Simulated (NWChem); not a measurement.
System: CaCl cation; SMILES [Ca+][Cl]

Results from NWChem. Each level has its own optimisation; frequencies are unscaled.

```csv
level,r Ca–Cl (Å),highest harmonic frequency (cm⁻¹),zero-point energy (kcal/mol)
"LDA (Slater exchange, VWN5)/def2-SVP",2.291,473,0.7
B3LYP/3-21G,2.605,344,0.5
BP86/def2-TZVP,2.321,446,0.6
PBE0/def2-SVP,2.321,461,0.7
```
